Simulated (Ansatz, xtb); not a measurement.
**C5H8FNO: which of two isomers lies lower**

We compare I, `OC1=NCCC[C@@H]1F`, a singlet, with II, `O=C1NCCC[C@@H]1F`, a singlet. Both are isolated molecules in the gas phase, relaxed with PBE0-D3(BJ)/def2-SVP, each in the lowest conformer that the search found.

I (Å):

```xyz
16

C     0.5665   -1.8517    0.6863
C     0.4618    0.4169    0.0676
C    -0.6139    0.6079    1.1292
C    -1.5317   -0.6038    1.1541
C    -0.7188   -1.8356    1.4839
F    -0.3926   -1.8314    2.8276
N     1.0902   -0.8831    0.0639
O     1.1560   -3.0540    0.6951
H     1.9811   -2.9447    0.1970
H     0.0354    0.5862   -0.9396
H     1.2524    1.1773    0.1783
H    -1.1764    1.5345    0.9394
H    -0.1437    0.7112    2.1213
H    -2.3366   -0.5035    1.8973
H    -2.0097   -0.7470    0.1695
H    -1.2721   -2.7678    1.2826
```

II (Å):

```tsv
atom	x (Å)	y (Å)	z (Å)
C	-1.0529	-0.1851	-0.5827
C	-0.0869	1.4077	1.1115
C	-0.1028	0.2729	2.1200
C	0.2292	-1.0440	1.4375
C	-0.8250	-1.3434	0.3923
F	-0.4959	-2.4607	-0.3175
N	-0.8497	1.0645	-0.0712
O	-1.4570	-0.3742	-1.7071
H	-1.0212	1.7975	-0.7523
H	-0.5112	2.3214	1.5575
H	0.9612	1.6421	0.8407
H	-1.1002	0.2072	2.5882
H	0.6125	0.4919	2.9265
H	0.2824	-1.8750	2.1566
H	1.2106	-0.9835	0.9363
H	-1.7991	-1.5262	0.8859
```

Quicker runs give these differences E(II) − E(I): GFN2-xTB −5.7 kcal/mol; HF/STO-3G −3.9 kcal/mol (at GFN2-xTB geometries); r2SCAN-D4/def2-SVP −12.4 kcal/mol (at GFN2-xTB geometries).

Estimate E(II) − E(I) at the level CCSD(T)/def2-SVP + ΔMP2/def2-TZVPP.

Calculated at CCSD(T)/def2-SVP + ΔMP2/def2-TZVPP: E(II) − E(I) = −8.5 kcal/mol, so structure II lies lower.

The same difference at several levels:

```csv
level,geometry,E(II) − E(I) (kcal/mol),departure from the last row (kcal/mol),"job, with rough time for the two"
GFN2-xTB,GFN2-xTB,−5.7,+2.7,"optimisation, 0.64 s"
HF/STO-3G,GFN2-xTB,−3.9,+4.5,"single point, 2.4 s"
r2SCAN-D4/def2-SVP,GFN2-xTB,−12.4,−4.0,"single point, 14 s"
PBE0-D3(BJ)/def2-SVP,PBE0-D3(BJ)/def2-SVP,−12.4,−3.9,"optimisation, 3.4 min"
HF/def2-SVP,PBE0-D3(BJ)/def2-SVP,−13.1,−4.6,part of the CCSD(T) run
MP2/def2-SVP,PBE0-D3(BJ)/def2-SVP,−11.3,−2.8,part of the CCSD(T) run
CCSD(T)/def2-SVP,PBE0-D3(BJ)/def2-SVP,−10.7,−2.2,single point
CCSD(T)/def2-SVP + ΔMP2/def2-TZVPP,PBE0-D3(BJ)/def2-SVP,−8.5,,"single point, 7 min"
```

As drawn, II has 1 C=O, 1 C–N, 1 N–H in place of 1 C–O, 1 C=N, 1 O–H.

None of the levels shown reverses the order. The largest departure from CCSD(T)/def2-SVP + ΔMP2/def2-TZVPP is that of HF/def2-SVP, 4.6 kcal/mol. The last row adds to CCSD(T) the change of the MP2 difference between the two basis sets, here +2.2 kcal/mol.

With thermal terms from frequencies at re-optimised GFN2-xTB minima (ideal gas, soft modes damped towards free rotors, one conformer each, 298.15 K, 1 atm): on the last row, ΔE + ΔZPE = −8.1, ΔH = −8.1, ΔG = −8.4 kcal/mol.

The correlated steps freeze 8 core orbitals. Run with Ansatz 0.2.0, xtb 6.7.1; the last row on 2 threads of Intel(R) Xeon(R) Processor @ 2.50GHz (Skylake/Cascade Lake) on a shared host.
